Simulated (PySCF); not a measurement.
A structure optimised at PBE0-D3(BJ)/def2-SVP, used in a PySCF frequency run:

```
C
H 1 1.1062
C 1 1.5182 2 103.28
F 3 1.3543 1 110.30 2 -58.39
H 3 1.1010 4 108.41 1 -122.77
C 1 1.5217 2 108.46 3 118.37
H 6 1.0997 1 110.35 2 61.22
H 6 1.1005 7 108.11 1 -121.20
H 6 1.1014 7 107.76 8 -116.41
C 1 1.5222 2 108.32 3 -118.91
H 10 1.0990 1 111.06 2 59.87
H 10 1.0998 11 108.29 1 121.35
H 10 1.1005 11 108.12 12 117.01
Cl 3 1.7934 5 105.42 4 115.92
```

**Question.** Write its SMILES and formula.

**Answer.** CC(C)[C@H](F)Cl, C₄H₈ClF

**Question.** What are its rotational constants (standard atomic weights)?

**Answer.** 3.3220, 2.2802, 1.8190 GHz
